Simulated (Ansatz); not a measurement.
`C[Si](O)(O)Cl`. Charge 0, multiplicity 1. All single points use the PBE0-D4/def2-TZVP geometry. It is one conformer, not always the lowest.

```xyz
10

C    -1.102   -0.546    0.703
Si    0.353    0.223   -0.119
O     0.952   -0.652   -1.365
O    -0.113    1.682   -0.669
Cl    1.894    0.420    1.250
H    -0.837   -1.513    1.134
H    -1.903   -0.697   -0.025
H    -1.476    0.098    1.501
H     1.728   -1.188   -1.196
H     0.505    2.173   -1.213
```

Problem. What is the dipole moment at ωB97M-V/def2-TZVPP? (An estimate is asked.)

Solution. Ansatz gave: 0.96 D, with components (0.34, -0.69, -0.56) D in this frame, pointing from negative to positive charge.

Problem. And with PBE, r2SCAN, B3LYP? (Best estimate.)

Solution. Ansatz gave: PBE 0.93 D, r2SCAN 0.96 D, B3LYP 0.95 D.

Problem. Give the Mulliken charges with ωB97M-V, B3LYP, PBE in def2-TZVPP. (Best estimate.)

Solution. Ansatz gave: 
| atom | ωB97M-V | B3LYP | PBE |
| --- | --- | --- | --- |
| C1 | -0.44 | -0.39 | -0.38 |
| Si2 | 0.69 | 0.74 | 0.61 |
| O3 | -0.37 | -0.39 | -0.35 |
| O4 | -0.37 | -0.39 | -0.35 |
| Cl5 | -0.25 | -0.29 | -0.26 |
| H6 | 0.12 | 0.10 | 0.10 |
| H7 | 0.13 | 0.11 | 0.11 |
| H8 | 0.13 | 0.11 | 0.12 |
| H9 | 0.18 | 0.19 | 0.19 |
| H10 | 0.18 | 0.19 | 0.20 |

B3LYP here is the variant with VWN-RPA as its local correlation; programs differ in this.
